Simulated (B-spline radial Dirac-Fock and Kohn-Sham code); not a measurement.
**Auger parameter of dysprosium: the M5 level and its strongest M5-NN line**

Level of theory: multi-electron Dirac-Fock with separately optimised hole states, Breit and Lamb-shift corrections added in first order; a radial finite-basis atomic code. The modified Auger parameter α′ is the binding energy plus the kinetic energy of the Auger electron; it does not depend on the energy zero. For free ions it tends to fall with charge, since less charge screens the final holes.

| species | configuration | binding 3d5/2 (eV) | Auger line | kinetic (eV) | α′ (eV) |
| --- | --- | --- | --- | --- | --- |
| Dy | [Xe] 4f10 6s2 | 1298.0 | N5N5 J=4 | 953.1 | 2251.1 |
| Dy | [Xe] 4f9 6s2 6p1 | 1311.4 | N5N5 J=4 | 941.7 | 2253.1 |
| Dy | [Xe] 4f12 | 1281.3 | N5N5 J=4 | 972.1 | 2253.5 |
| Dy⁺ | [Xe] 4f10 6s1 | 1305.0 | N5N5 J=4 | 944.7 | 2249.7 |
| Dy⁺ (Watson 2.4 Å) | [Xe] 4f10 6s1 | 1299.2 | N5N5 J=4 | 950.6 | 2249.9 |
| Dy⁺ (Watson 2.7 Å) | [Xe] 4f10 6s1 | 1299.8 | N5N5 J=4 | 950.0 | 2249.8 |
| Dy²⁺ | [Xe] 4f10 | 1313.1 | N5N5 J=4 | 935.5 | 2248.6 |
| Dy²⁺ (Watson 1.8 Å) | [Xe] 4f10 | 1297.2 | N5N5 J=4 | 951.5 | 2248.7 |
| Dy³⁺ | [Xe] 4f9 | 1335.2 | N5N5 J=4 | 914.7 | 2249.9 |
| Dy³⁺ (Watson 2.4 Å) | [Xe] 4f9 | 1317.2 | N5N5 J=4 | 932.7 | 2249.9 |
| Dy⁴⁺ | [Xe] 4f8 | 1360.1 | N5N5 J=4 | 892.7 | 2252.8 |
| Dy⁵⁺ | [Kr] 4d10 4f8 5s2 5p5 | 1378.0 | N5N5 J=4 | 874.4 | 2252.4 |
| Dy⁶⁺ | [Kr] 4d10 4f8 5s2 5p4 | 1396.7 | N5N5 J=4 | 855.6 | 2252.3 |
| Dy⁷⁺ | [Kr] 4d10 4f9 5s2 5p2 | 1407.0 | N5N5 J=4 | 841.2 | 2248.2 |

Values without a named source are computed, but for edge energies of neutral atoms, which are taken from tables.
